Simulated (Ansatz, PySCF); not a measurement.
Here is a job for PySCF.
```python
from pyscf import gto, scf, dft

mol = gto.M(
    atom='''
C    -1.13922333    0.02782607   -0.00763085
C     0.26282692   -0.09980224    0.03001788
N     1.39871907    0.02895004   -0.00972927
H    -1.50962571   -0.66990079   -0.78055108
H    -1.50837625   -0.12417172    1.02292684
H    -1.51465303    1.02327921   -0.30859303
''',
    basis='sto-3g',
    charge=1,
    spin=1,
    verbose=4,
)

mf = dft.UKS(mol)
mf.xc = 'b3lyp5'
mf.grids.atom_grid = (99, 590)
mf.grids.prune = None
mf.kernel()
```

Task: Give the equivalent Ansatz (an electronic-structure program) input.

Result: Several could match; the one computed here: 
Ansatz 0.2 input:
```yaml
crystal:
  periodic: [false, false, false]
  atoms:
    - {symbol: C, position_ang: [-1.13922333, 0.02782607, -0.00763085]}
    - {symbol: C, position_ang: [0.26282692, -0.09980224, 0.03001788]}
    - {symbol: N, position_ang: [1.39871907, 0.02895004, -0.00972927]}
    - {symbol: H, position_ang: [-1.50962571, -0.66990079, -0.78055108]}
    - {symbol: H, position_ang: [-1.50837625, -0.12417172, 1.02292684]}
    - {symbol: H, position_ang: [-1.51465303, 1.02327921, -0.30859303]}
basis:
  gaussian:
    orbitals: STO-3G
hamiltonian:
  xc: b3lyp5
total_charge: 1
magnetization: {spin_polarized: true, initial_magnetization: 1}
accuracy: high
```

Both were run: PySCF gave -130.558646 Eh and Ansatz -130.558646 Eh, 0.000 mEh apart.
